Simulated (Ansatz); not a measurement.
Job for Ansatz (a program for electronic structure): U-CCSD(T)/cc-pV(D+d)Z on FHSi (SMILES F[SiH]), a point of a bond scan (R = 3.538 Å). Files ending in .json are basis or fitting sets from the Basis Set Exchange.

Ansatz 0.2 input:
```yaml
crystal:
  periodic: [false, false, false]
  atoms:
    - {symbol: Si, position_ang: [-0.20727404, -0.34538525, 0.44957300]}
    - {symbol: H, position_ang: [-2.03769440, -2.29926471, -1.86271075]}
    - {symbol: F, position_ang: [0.43388284, 0.67003240, -0.63758381]}
basis:
  gaussian:
    orbitals: cc-pV_D+d_Z.json
correlation: {method: ccsd_t, electrons: outside_noble_gas}
scf: {omitted_lower_state_checks: [cluster_reference]}
magnetization: {spin_polarized: true, initial_magnetization: 0}
```

It printed:

```
WARN ansatz: RAYON_NUM_THREADS=1 ignored (pool sized by the plan → 1); use --threads N
Functional definition: HF
these checks for a lower state are left out or cut short: cluster_reference
integrals: 0.02 GiB planned
432 factors; integrals over basis functions are off by at most 6.6e-4 eV
mean field: 0.09 GiB planned
mean field evaluation 1: about -10576.0291 eV, gradient 1.9e1 eV
mean field evaluation 2: about -10576.0442 eV, gradient 1.9e1 eV
mean field evaluation 4: about -10579.1341 eV, gradient 1.4e0 eV
mean field evaluation 8: about -10579.1709 eV, gradient 4.7e-2 eV
mean field evaluation 16: about -10581.1329 eV, gradient 2.8e0 eV
mean field evaluation 32: about -10581.5432 eV, gradient 3.6e-1 eV
mean field evaluation 64: about -10581.3556 eV, gradient 3.2e0 eV
mean field evaluation 96: about -10580.9262 eV, gradient 6.0e0 eV
mean field evaluation 128: about -10581.5110 eV, gradient 4.9e-1 eV
mean field evaluation 160: about -10577.5568 eV, gradient 1.5e1 eV
mean field -10581.54697027 eV, -388.8646787272 hartree, gradient 2.5e-6 eV, S^2 0.991647; 14 other end points of the search recorded, 0 dependent functions left out
6 core orbitals not correlated
reference -10581.54697027 eV, -388.8646787272 hartree; 6, 6 occupied and 30, 30 virtual orbitals, 432 factors
second order -6.76116588 eV of doubles, -0.00000000 eV of singles
coupled cluster: 0.08 GiB planned
cycle   1  -6.89382521 eV  change   -1.3e-1 eV  update   8.7e-2
cycle   2  -7.13559630 eV  change   -2.4e-1 eV  update   3.3e-2
cycle   3  -7.23062458 eV  change   -9.5e-2 eV  update   2.1e-2
cycle   4  -7.22754823 eV  change    3.1e-3 eV  update   6.5e-3
cycle   5  -7.22824749 eV  change   -7.0e-4 eV  update   4.2e-3
cycle   6  -7.23068905 eV  change   -2.4e-3 eV  update   3.2e-3
cycle   7  -7.23109524 eV  change   -4.1e-4 eV  update   2.8e-3
cycle   8  -7.23252827 eV  change   -1.4e-3 eV  update   2.4e-3
cycle   9  -7.23596679 eV  change   -3.4e-3 eV  update   1.8e-3
cycle  10  -7.23650066 eV  change   -5.3e-4 eV  update   1.0e-3
cycle  11  -7.23738105 eV  change   -8.8e-4 eV  update   4.9e-4
cycle  12  -7.23741268 eV  change   -3.2e-5 eV  update   2.7e-4
cycle  13  -7.23746961 eV  change   -5.7e-5 eV  update   1.4e-4
cycle  14  -7.23752018 eV  change   -5.1e-5 eV  update   8.6e-5
cycle  15  -7.23753576 eV  change   -1.6e-5 eV  update   5.4e-5
cycle  16  -7.23750180 eV  change    3.4e-5 eV  update   2.9e-5
cycle  17  -7.23749717 eV  change    4.6e-6 eV  update   1.5e-5
coupled cluster: 0.08 GiB planned
perturbative correction -0.15197303 eV, -0.0055849060 hartree
Total energy: -10588.93644048 eV, -389.1362367486 hartree
Checks for a lower state left out: cluster_reference
```

The run converged. Its determinant has ⟨S²⟩ = 0.99, a mixture of spin states.

Cost: about 0.8 core-seconds (a rough figure).
